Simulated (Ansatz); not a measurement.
Reaction (substitution at a C–B bond): `FC[B](Cl)[GaH2]` + `OBO` → `OBOCF` + `Cl[BH][GaH2]`

Isolated molecules relaxed with PBE0-D4/def2-TZVP in Ansatz; ΔE leaves out vibrations. CCSD(T)/CBS adds triple-zeta CCSD(T) − MP2 to the extrapolated MP2 energy (def2 sets, frozen cores). This one scheme is used for every species. Functionals use def2-TZVPP. B3LYP here is the variant with VWN-RPA as its local correlation; programs differ in this. For Ga outer-core shells are correlated without core-valence functions, which leaves a few kJ/mol of doubt a bond. Scalar relativity is left out up to krypton. One conformer a species, not always the lowest.

```
             level  ΔE (kJ/mol)  difference from CCSD(T)/CBS
            PBE-D4         66.3                          1.6
           PBE0-D4         65.0                          0.3
          B3LYP-D4         63.1                         -1.6
           ωB97X-V         59.3                         -5.4
            B2PLYP         60.4                         -4.3
               PBE         63.8                         -0.9
             B3LYP         58.9                         -5.8
     HF/def2-TZVPP         46.4                        -18.3
    MP2/def2-TZVPP         65.3                          0.6
SCS-MP2/def2-TZVPP         59.5                         -5.2
   CCSD/def2-TZVPP         59.6                         -5.1
CCSD(T)/def2-TZVPP         60.3                         -4.4
    MP2/def2-QZVPP         67.6                          2.9
SCS-MP2/def2-QZVPP         61.9                         -2.8
     MP2/CBS(def2)         69.7                          5.0
    CCSD/CBS(def2)         64.0                         -0.7
       CCSD(T)/CBS         64.7                            0
```

Largest T1 diagnostic among the species: 0.014.

In def2-TZVPP, CCSD(T) changes the Hartree–Fock value by +13.8 kJ/mol (the triples alone add +0.7 kJ/mol) and MP2 by +18.9 kJ/mol. The D4 term adds +4.2 kJ/mol with B3LYP and +2.3 kJ/mol with PBE0; it sums over pairs of atoms, weighted by their polarisabilities, and B3LYP, whose exchange is more repulsive, gets the larger term.
